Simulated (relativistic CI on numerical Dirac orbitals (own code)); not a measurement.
# Spin-allowed bands of a d2 ion in an octahedral site, by hand

Problem. Take Δ = 15050 cm⁻¹ and B = 730 cm⁻¹ for a d2 ion in an octahedral site. Calculate the three spin-allowed bands.

Working.
1. The terms of highest spin are 3F (energy 0) and 3P (15B = 10950 cm⁻¹). Here the F term splits into A2 at +1.2Δ = 18060, T2 at +0.2Δ = 3010 and T1 at −0.6Δ = -9030 cm⁻¹.
2. The two T1 states mix through the element 0.4Δ: H = [[-9030, 6020], [6020, 10950]], with roots ½(H₁₁ + H₂₂) ∓ ½√[(H₂₂ − H₁₁)² + 4H₁₂²] = ½(1920) ∓ ½(23327) = -10704 and 12624 cm⁻¹.
3. The ground term is 3T1 at -10704 cm⁻¹.
4. Bands: 3T2 13714 cm⁻¹ (729 nm), 3T1(P) 23327 cm⁻¹ (429 nm), 3A2 28764 cm⁻¹ (348 nm).

Check. Exact diagonalisation of the whole d2 shell with these parameters gives 3T2 13714, 3T1 23327, 3A2 28764 cm⁻¹. The match is exact, since without spin-orbit coupling no other term has this spin. The ratio of the second band to the first, 1.701, depends on Δ/B = 20.6 alone, which is how a Tanabe-Sugano diagram is read.
